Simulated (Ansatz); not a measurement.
Geometry optimisation, RKS BLYP-D4/def2-SVP in Ansatz 0.2.0.

Input:

```yaml
crystal:
  periodic: [false, false, false]
  atoms:
    - { symbol: Ga, position_ang: [0.0, 0.0, 0.0] }
    - { symbol: O, position_ang: [0.0, 0.0, 2.14] }
    - { symbol: H, position_ang: [-0.9095, -0.2814, 2.4771] }
    - { symbol: Cl, position_ang: [1.9398, 0.0, -1.12] }
    - { symbol: Cl, position_ang: [-1.9398, 0.0, -1.12] }
    - { symbol: Si, position_ang: [0.5609, 2.432, 0.8293] }
    - { symbol: H, position_ang: [1.6547, 2.3775, 1.7949] }
    - { symbol: H, position_ang: [0.9581, 3.2556, -0.3089] }
    - { symbol: H, position_ang: [-0.6182, 3.0149, 1.463] }
    - { symbol: H, position_ang: [0.2836, 1.2298, 1.9837] }
basis:
  gaussian: { orbitals: def2-SVP }
hamiltonian:
  xc: blyp
  dispersion: d4
relax:
  f_tol: 0.15
  max_steps: 25
  restrain:
    - { distance: [0, 5], at: 3.53, k: 30.0 }
    - { distance: [9, 1], at: 2.21, k: 30.0 }
    - { distance: [0, 1], at: 1.79, k: 30.0 }
    - { distance: [9, 5], at: 1.46, k: 30.0 }
```

Launched with:

```bash
$ ansatz run input.yaml --threads 4 --pin off --max-ram 5120MiB --backend cpu --events-out ev --progress --plain --runs-dir out
```

Q: Where does it end, and by what steps?

A: The run converged. The restraints hold the end off the free minimum. After 9 steps the energy has fallen by 2.430 eV (the restraints' own energy left out); H9 moved furthest, 0.81 Å. Parted: Ga1–Si6.

```
step  energy less start (eV)  largest force component (eV/Å)  accepted
   0                  0.0000                           3.340       yes
   1                  0.6322                           1.885       yes
   2                  0.4941                           1.944       yes
   3                 -0.4102                           1.782       yes
   4                 -1.5369                           1.190       yes
   5                 -2.1848                           0.594       yes
   6                 -2.4004                           0.529       yes
   7                 -2.4051                           1.297       yes
   8                 -2.4262                           0.534       yes
   9                 -2.4303                           0.514       yes
```

```xyz
10
Properties=species:S:1:pos:R:3
Ga -0.072 -0.397 0.084
O -0.084 -0.688 1.853
H -0.996 -0.741 2.204
Cl 1.830 -0.396 -0.930
Cl -1.910 -0.107 -1.026
Si 0.635 2.877 1.185
H 1.917 3.105 1.924
H 0.826 3.153 -0.274
H -0.450 3.757 1.728
H 0.233 1.467 1.391
```

Whether the end is a true minimum wasn't checked by a vibrational analysis.

Time of the run: 20 s on 4 threads of Arm Neoverse V1, with other jobs on the host, peak memory 0.2 GiB.
